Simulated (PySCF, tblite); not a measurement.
Compound: C₅H₁₂OS₂Si.
SMILES with atom numbers: `[CH3:1][O:2][C@@H:3]1[S:4][Si@H:5]([S:6][CH3:7])[C@@H:8]1[CH3:9]` (hydrogens: H10, H11, H12 on C1; H13 on C3; H14 on Si5; H15, H16, H17 on C7; H18 on C8; H19, H20, H21 on C9)

Cartesian coordinates in Å at the GFN2-xTB level; atoms count from 1:
```xyz
21
C5H12OS2Si angstrom
C      3.2052    1.0656   -0.2271
O      2.2825    0.1360    0.2907
C      1.2810   -0.2056   -0.5721
S      0.0872    1.2102   -0.9416
Si    -1.2406   -0.4503   -0.6686
S     -2.8606   -0.2388    0.7021
C     -3.7593    1.0803   -0.1711
C      0.3357   -1.2768   -0.0138
C      0.3950   -1.3697    1.5049
H      3.9400    1.2397    0.5555
H      2.7004    2.0040   -0.4815
H      3.6985    0.6724   -1.1238
H      1.6716   -0.4850   -1.5616
H     -1.7245   -0.9399   -1.9575
H     -4.5982    1.3560    0.4584
H     -4.1150    0.7062   -1.1256
H     -3.1019    1.9315   -0.3153
H      0.5707   -2.2481   -0.4501
H      1.3741   -1.7157    1.8280
H      0.2152   -0.3949    1.9528
H     -0.3660   -2.0604    1.8616
```

Level of theory: PBE0/pcSseg-1 in PySCF (dipole) on a GFN2-xTB geometry, gas phase.

Take the most abundant isotopes and a rigid rotor. The values belong to one conformer with, in the numbering `[CH3:1][O:2][C@@H:3]1[S:4][Si@H:5]([S:6][CH3:7])[C@@H:8]1[CH3:9]`, C1–O2–C3–S4 -68°, S4–Si5–S6–C7 64°, O2–C3–S4–Si5 -137°, C3–S4–Si5–S6 128°, S4–Si5–C8–C9 103°, O2–C3–C8–Si5 139°.

Q: Give the principal moments of inertia and the rotational constants in GHz.

A: Ia = 255.61, Ib = 834.23, Ic = 969.49 u·Å²; 505379 MHz·u·Å²/I gives 1977, 605.8 and 521.3 MHz, that is A = 1.9772, B = 0.6058, C = 0.5213 GHz.

Q: Classify the top.

A: An asymmetric top; Ray's κ = -0.884.

Q: Is it planar, by Δ = Ic − Ia − Ib?

A: Not planar: Δ = Ic − Ia − Ib = -120.35 u·Å². For a rigid frame Δ = −2 Σ m c², so Σ m c² = 60.18 u·Å² lies off the ab plane: 16.75 from hydrogen and 43.43 from heavier atoms. The atom farthest from that plane is 2.14 Å away.

Q: Give the other two planar moments, Paa and Pbb, and the rms extents of the mass along the axes.

A: Paa = Σ m a² = (Ib + Ic − Ia)/2 = 774.06 and Pbb = Σ m b² = (Ia + Ic − Ib)/2 = 195.43 u·Å². With the mass M = 180.01 u, the rms extents √(P/M) along a, b and c are 2.07, 1.04, 0.58 Å.

Q: Which types of transition are allowed, and where do some lines up to J = 5 fall?

A: The dipole components are |μa| = 0.60 D, |μb| = 0.41 D, |μc| = 1.10 D. Intensities carry the squares of the components, which stand as 0.30 : 0.14 : 1.00 (a : b : c). Some lines, for components of 0.1 D or more:

| type | branch | J(Ka,Kc) | MHz | lower level (cm⁻¹) |
| --- | --- | --- | --- | --- |
| b | R | 4(1,3) ← 3(2,2) | 680 | 0.414 |
| b | R | 2(0,2) ← 1(1,1) | 879 | 0.083 |
| a | R | 3(0,3) ← 2(0,2) | 3366 | 0.113 |
| c | Q | 5(2,4) ← 5(1,4) | 3624 | 0.631 |
| c | R | 2(1,1) ← 1(0,1) | 3795 | 0.038 |
| b | Q | 4(2,2) ← 4(1,3) | 3882 | 0.437 |
| b | Q | 2(2,1) ← 2(1,2) | 4368 | 0.156 |
| a | R | 5(2,4) ← 4(2,3) | 5627 | 0.564 |
| a | R | 5(3,2) ← 4(3,1) | 5650 | 0.801 |
| b | R | 2(2,1) ← 1(1,0) | 6453 | 0.086 |
| c | R | 2(2,0) ← 1(1,0) | 6457 | 0.086 |
| b | Q | 4(3,1) ← 4(2,2) | 7025 | 0.566 |
| c | Q | 3(3,1) ← 3(2,1) | 7052 | 0.415 |
| c | R | 5(1,4) ← 4(0,4) | 7711 | 0.374 |
| b | R | 5(2,4) ← 4(1,3) | 9453 | 0.437 |
| c | Q | 5(4,2) ← 5(3,2) | 9882 | 0.989 |
| b | Q | 4(4,1) ← 4(3,2) | 9889 | 0.801 |
| b | R | 4(3,1) ← 3(2,2) | 11587 | 0.414 |
| b | R | 5(3,3) ← 4(2,2) | 12672 | 0.566 |
| c | Q | 5(5,1) ← 5(4,1) | 12715 | 1.319 |
| b | R | 4(4,1) ← 3(3,0) | 14404 | 0.650 |
| c | R | 4(4,1) ← 3(3,1) | 14404 | 0.650 |
| b | R | 5(4,2) ← 4(3,1) | 15532 | 0.801 |
| b | R | 5(4,1) ← 4(3,2) | 15533 | 0.801 |

Q: Estimate the classical rotational partition function at 10 K, 25 K and 50 K.

A: Point group C1, symmetry number σ = 1; q = (√π/σ)·√((kT/h)³/(ABC)), k/h = 20836.6 MHz/K: 6750 at 10 K, 26700 at 25 K, 75400 at 50 K.

Its GFN2-xTB frequencies are all real (lowest 19 cm⁻¹). Constants of a rigid frame at the computed geometry: no zero-point averaging, no centrifugal distortion. A rigid rotor knows nothing of internal rotation, which can split or shift real lines.

On AMD EPYC 9R45, one thread, no GPU, shared host, this took 26 s and 1.1 GiB of memory at its peak. This is the PBE0/pcSseg-1 job that gave the dipole, with the shieldings it also computed.
